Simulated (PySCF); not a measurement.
# Electron correlation in S⁺ (sulfur, charge +1)

[Ne] 3s2 3p3, high-spin 4S determinant. Computed with PySCF 2.14 in aug-cc-pVDZ-DK (5s4p2d, 27 functions), with the spin-free X2C one-electron Hamiltonian (Gaussian nucleus). Frozen: [Ne]; 5 electrons correlated.

MP2 pair energies summed by pair of shells (mhartree):

```json
{"pair": "3s-3p", "energy": "-45.00", "share (%)": "64.6"}
{"pair": "3p-3p", "energy": "-16.92", "share (%)": "24.3"}
{"pair": "3s-3s", "energy": "-7.71", "share (%)": "11.1"}
```

Total MP2 correlation energy: -69.63 mhartree.

Same-spin part -18.94 and opposite-spin part -50.69 mhartree; SCS-MP2 scales them by 1/3 and 6/5 to -67.14 mhartree.

```tsv
level	correlation energy (mhartree)
CCSD	-88.29
(T)	-1.17
CCSD(T)	-89.46
```

Diagnostics: T1 = 0.0018, D1 = 0.0050, largest double amplitude 0.052.

Task: Is a single reference adequate?

Result: Yes: T1 lies below 0.03 and no double amplitude reaches 0.07.
